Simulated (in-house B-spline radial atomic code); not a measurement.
Orbital energies and mean radii along the 51-electron series, configuration [Kr] 4d10 5s2 5p3. The effective charge is n√(-2ε), a non-relativistic measure. Computed with an all-electron radial atomic-structure program (B-spline basis): Dirac-Hartree-Fock, average of the configuration, finite nuclei.

| ion | Z | energy of 4d5/2 (Eh) | mean radius of 4d5/2 (bohr) | energy of 4p3/2 (Eh) | mean radius of 4p3/2 (bohr) | effective charge of 4d5/2 |
| --- | --- | --- | --- | --- | --- | --- |
| Sb | 51 | -1.6057 | 1.0297 | -4.4402 | 0.86368 | 7.1682 |
| Te+ | 52 | ? | ? | ? | ? | ? |
| I2+ | 53 | -3.0208 | 0.9207 | -6.1972 | 0.80132 | 9.8318 |
| Xe3+ | 54 | -3.8633 | 0.87548 | -7.2137 | 0.77322 | 11.119 |
| Cs4+ | 55 | -4.7855 | 0.83507 | -8.3115 | 0.74695 | 12.375 |
| Ba5+ | 56 | -5.7833 | 0.79866 | -9.4866 | 0.72235 | 13.604 |
| La6+ | 57 | ? | ? | ? | ? | ? |
| Ce7+ | 58 | -7.9962 | 0.73555 | -12.059 | 0.67762 | 15.996 |

(1) Fill in the row of Te+.

(2) Fill in the row of La6+.

(3) How does the screening of 4d5/2 change?

Answers

(1) energy of 4d5/2 (Eh): -2.2642; mean radius of 4d5/2 (bohr): 0.9717; energy of 4p3/2 (Eh): -5.2686; mean radius of 4p3/2 (bohr): 0.83141; effective charge of 4d5/2: 8.5119.

(2) energy of 4d5/2 (Eh): -6.8542; mean radius of 4d5/2 (bohr): 0.76565; energy of 4p3/2 (Eh): -10.736; mean radius of 4p3/2 (bohr): 0.69928; effective charge of 4d5/2: 14.81.

(3) Z less the effective charge goes from 43.83 at Z = 51 to 42.00 at Z = 58.
